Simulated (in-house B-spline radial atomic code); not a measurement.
Relativistic effects in Sn³⁺, [Kr] 4d10 5s1: non-relativistic Hartree-Fock (point nucleus) against Dirac-Hartree-Fock (Fermi nucleus of rms radius 4.6519 fm), both averages of the configuration, computed with a B-spline radial code for spherical atoms.

```csv
orbital,ε NR (Eh),ε Dirac (Eh),<r> NR (bohr),<r> Dirac (bohr),change of <r> (%)
1s1/2,-1042.3,-1080.4,0.03042,0.02905,-4.5
2s1/2,-158.05,-167.4,0.1312,0.1249,-4.8
2p1/2,-147.56,?,0.1122,?,?
2p3/2,-147.56,-147.45,0.1122,0.1112,-0.8
3s1/2,-32.663,-34.641,0.3505,0.3373,-3.8
3p1/2,-28.274,-29.954,0.3421,0.3287,-3.9
3p3/2,-28.274,-28.353,0.3421,0.3395,-0.7
3d3/2,-20.23,-20.166,0.3136,0.3115,-0.7
3d5/2,-20.23,-19.841,0.3136,0.3149,+0.4
4s1/2,-6.5682,-6.957,0.8509,0.8227,-3.3
4p1/2,-5.0269,?,0.901,?,?
4p3/2,-5.0269,-5.0319,0.901,0.8972,-0.4
4d3/2,-2.4237,-2.4034,1.067,1.067,-0.1
4d5/2,-2.4237,-2.3613,1.067,1.08,+1.2
5s1/2,-1.3948,-1.4489,2.255,2.177,-3.5
```

(1) What happens to 4p1/2?

(2) What happens to 2p1/2?

(3) What explains the pattern of contraction and expansion?

(4) By how much does the total energy change?

Answers

(1) Its energy goes to -5.3225 hartree and <r> to 0.8702 bohr (-3.42 %).

(2) Its energy goes to -155.97 hartree and <r> to 0.1059 bohr (-5.58 %).

(3) Expansion is seen in 3d5/2, 4d5/2. The s and p1/2 orbitals contract directly, screen the nucleus better, and so push out orbitals that have little density near the nucleus; spin-orbit coupling adds to this for j = l + 1/2 and opposes it for j = l - 1/2.

(4) By -153.18 hartree, from -6021.169 to -6174.345.
